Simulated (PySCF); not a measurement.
C2H6Al, charge +1. Atoms are numbered in the order given.

```xyz
9

Al     0.0000     0.0000     0.0000
C      0.0000     0.0000    -1.9140
H      0.8890     0.5132    -2.2938
H     -0.8890     0.5132    -2.2938
H      0.0000    -1.0265    -2.2938
C      0.0000     0.0000     1.9140
H      0.8890    -0.5132     2.2938
H     -0.8890    -0.5132     2.2938
H      0.0000     1.0265     2.2938
```
Charge +1, spin multiplicity 1.

Coordinates come from a TPSSh-D3(BJ)/def2-TZVP optimisation. The spin state was assumed, not searched. The isomer is the one that the SMILES or the coordinates give; other isomers of the formula were not compared.

Computed with B3LYP/def2-TZVPD (PySCF).

Gas-phase values at a fixed geometry.

```
Quantity                                                          Result
------------------------------------------------  ----------------------
total energy                                          -322.05697 hartree
point group                                                          D3d
highest occupied level                                         -13.82 eV
lowest empty level                                              -6.73 eV
orbital gap                                                      7.09 eV
dipole moment about the centre of nuclear charge                  0.00 D
mean static polarisability                          46.2 bohr³ (6.85 Å³)
polarisability, principal values                  37.2, 37.2, 64.3 bohr³
```
